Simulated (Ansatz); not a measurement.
ethenoxysilane (C2H6OSi), SMILES [SiH3]OC=C.

Geometry optimised at B3LYP-D3(BJ)/def2-SVP. The geometry has at least one imaginary mode, so it is a saddle point at that level. The values are those of a single conformer.

Two levels are set side by side: PBE/def2-SVPD (Ansatz, a quantum-chemistry and plane-wave program) and CAM-B3LYP/def2-SVPD (Ansatz). Energy differences of separate SCF runs at the same geometry; the states with an electron removed or added have multiplicity 2 and 2. Differences are taken from unrounded values.

```
quantity                           CAM-B3LYP   PBE  PBE minus CAM-B3LYP
---------------------------------  ---------  ----  -------------------
vertical ionisation energy (eV)         9.19  8.98                -0.21
vertical singlet–triplet gap (eV)       4.16  4.21                 0.05
```
